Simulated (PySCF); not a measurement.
SMILES c1c[se]c([SiH2]c2ccsc2)c1 (C8H8SSeSi) at its GFN2-xTB optimised geometry (Å):

```
19

C     -0.6390    -2.0980     0.0000
C      0.7178    -2.0980     0.0000
Se     1.4156    -0.3848     0.0000
C     -0.3553     0.2420     0.0021
Si    -0.7983     2.0714     0.0289
C      0.5351     3.0017    -0.9099
C      1.9116     2.9834    -0.5508
C      2.6929     3.7131    -1.3812
S      1.7787     4.4555    -2.6360
C      0.3315     3.7628    -2.0188
C     -1.2227    -0.8103     0.0030
H     -1.2260    -3.0017    -0.0034
H      1.3613    -2.9594    -0.0043
H     -2.0971     2.2512    -0.6268
H     -0.8388     2.5497     1.4194
H      2.2904     2.4464     0.3034
H      3.7528     3.8689    -1.3412
H     -0.5953     3.9612    -2.5192
H     -2.2904    -0.6635     0.0031
```

Level of theory: PBE0/def2-SVP run with PySCF.

Map of the log10 of the electron density (e/bohr³), floored at −4 on the plane z = 0.6 Å:

```
|00000000000000000000000000000|
|00000000000000000001110000000|
|00000000000001111222221100000|
|00000000011222233333332100000|
|00000000123334444445443210000|
|00000002234555554556553210000|
|00000012456676655567764210000|
|00000123467787765578875310000|
|00000124567888765568875310000|
|00000124567898754456764200000|
|00000023456787754445543100000|
|00000012356788765555432100000|
|00000012345788876666543100000|
|00000023456789887887654200000|
|00000135667889888998764210000|
|00000246778888888999764210000|
|00000246788987678998754200000|
|00000245678887678887653200000|
|00000124567888888876542100000|
|00000012457888888875431000000|
|00000002357888888875420000000|
|00000001357887778876420000000|
|00000001356776667765310000000|
|00000000245655445554310000000|
|00000000123443233433100000000|
|00000000012221111211000000000|
|00000000000000000000000000000|
|00000000000000000000000000000|
|00000000000000000000000000000|
```
Scale: ten equal steps from -4.00 (start of '0') to -0.516 (end of '9'), in the order '0123456789'; x runs from -5.50 to 5.50, y from -5.50 (bottom) to 5.50 (top).
